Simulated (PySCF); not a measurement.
# Nuclear quadrupole coupling in `CCC[P@@H](=O)CCCO`

Compound: C6H15O2P.
Cartesian coordinates in Å at the GFN2-xTB level; atoms count from 1:
```
atom  x, y, z in Å
C1    -3.1563    0.3119   -1.0265
C2    -2.0998   -0.0254    0.0180
C3    -0.9338    0.9551   -0.0218
P4     0.1619    0.6404    1.4134
O5    -0.5449    0.6740    2.7001
C6     1.0148   -0.9741    1.2017
C7     1.6316   -1.3064   -0.1464
C8     2.6836   -0.2877   -0.5652
O9     2.0202    0.9104   -0.9016
H10   -3.9796   -0.3969   -0.9811
H11   -2.7294    0.2806   -2.0272
H12   -3.5540    1.3097   -0.8555
H13   -2.5429    0.0051    1.0166
H14   -1.7319   -1.0413   -0.1503
H15   -0.3795    0.8979   -0.9555
H16   -1.3031    1.9773    0.1053
H17    1.1539    1.6104    1.3250
H18    1.7698   -1.0014    1.9945
H19    0.2505   -1.7112    1.4695
H20    2.0960   -2.2938   -0.0970
H21    0.8591   -1.3276   -0.9156
H22    3.3910   -0.1248    0.2601
H23    3.2439   -0.6657   -1.4334
H24    2.6674    1.6033   -1.0653
```

Field gradients from the PBE0/pcSseg-1 density (PySCF, non-relativistic), principal values in atomic units, ordered |Vxx| ≤ |Vyy| ≤ |Vzz|:

```
atom      Vxx      Vyy      Vzz
  O5  -0.3903  -0.4529   0.8432
  O9   0.1308   1.8553  -1.9861
```

Task: Find the asymmetry η = (Vxx − Vyy)/Vzz and the couplings χ = eQV/h (234.96 MHz × Q in barn × V in au), with Q(17O) = −0.0256 b.

Result: 
```
atom        environment  nucleus     η  χzz (MHz)  χxx (MHz)  χyy (MHz)
  O5  phosphoryl oxygen      17O  0.07      -5.07       2.35       2.72
  O9     alcohol oxygen      17O  0.87      11.95      -0.79     -11.16
```

The tensor is traceless: Vxx + Vyy + Vzz = 0.

Task: What is Vzz at O9 in SI units (1 au = 9.71736 × 10²¹ V/m²)?

Result: -1.9861 au = -19.299 × 10²¹ V/m².

Were the hydrogens deuterons (Q(2H) = 0.00286 b), χzz would run from 131 kHz (H17) to 318 kHz (H24).

The structure is a single GFN2-xTB conformer in the gas phase; no vibrational or solvent corrections. GFN2-xTB bond lengths can be off by several hundredths of an ångström, more for odd bonds, and the gradients follow them. These gradients aren't converged with respect to the basis.
